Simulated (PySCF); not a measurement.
ClF₂HSeSi.

```xyz
6

F     -1.3924    -0.9253    -1.0987
Si    -0.5961    -0.3025     0.1487
F     -0.7021    -1.3554     1.3585
Cl    -1.5373     1.3953     0.7738
Se     1.5137     0.0112    -0.5385
H      1.8643     0.6597     0.7359
```
Charge 0, spin multiplicity 1.

Geometry optimised at r2SCAN-D4/def2-SVP. This is a generated structure with no PubChem entry under its InChIKey; it may be hypothetical. One conformer was computed; it need not be the lowest.

All values below come from PBE0/pcSseg-1 (PySCF). Non-relativistic, no solvent.

Computed absolute GIAO shielding of each atom: isotropic value and principal components (ppm):
```csv
atom,σ(iso),σ11,σ22,σ33,span
F1,282.0,226.0,260.7,359.2,133.3
Si2,357.2,314.7,352.7,404.0,89.3
F3,261.7,212.4,224.2,348.4,135.9
Cl4,811.7,696.4,705.9,1032.6,336.2
Se5,2047.4,1793.7,2004.2,2344.3,550.5
H6,30.0,20.4,25.9,43.8,23.4
```
